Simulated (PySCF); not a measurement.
A series of substituents X on one scaffold: SiH2(OH)-X. Isolated molecules, 0 K electronic values unless said otherwise. One relaxed conformer stands for each flexible species; it need not be the lowest. Strings in code marks are SMILES.

Method: B3LYP-D3(BJ)/def2-TZVP // PBE0-D4/def2-TZVP run with PySCF. All candidates: neutral, multiplicity 1. B3LYP has the VWN-RPA correlation part, as in Gaussian. Delta-SCF ions had no search for a lower state. 

```
Property                                  Result
--------------------------------------  --------
vertical ionisation energy (Delta-SCF)   9.17 eV
LUMO                                    -0.39 eV
HOMO                                    -6.77 eV
```

Task: Say which member has these values.
A. `C[S@](=O)[SiH2]O` (O–S–Si–O torsion -17°, S–Si–O–H torsion 14°)
B. `O[SiH3]`
C. `N#CC[SiH2]O`
D. `CS[SiH2]O` (C–S–Si–O torsion 152°, S–Si–O–H torsion -50°)

Result: D, `CS[SiH2]O` (C–S–Si–O torsion 152°, S–Si–O–H torsion -50°). The others give `C[S@](=O)[SiH2]O` (O–S–Si–O torsion -17°, S–Si–O–H torsion 14°): 9.08 eV, -0.83 eV, -6.78 eV; `O[SiH3]`: 11.26 eV, -0.24 eV, -8.52 eV; `N#CC[SiH2]O`: 10.83 eV, -0.29 eV, -8.57 eV
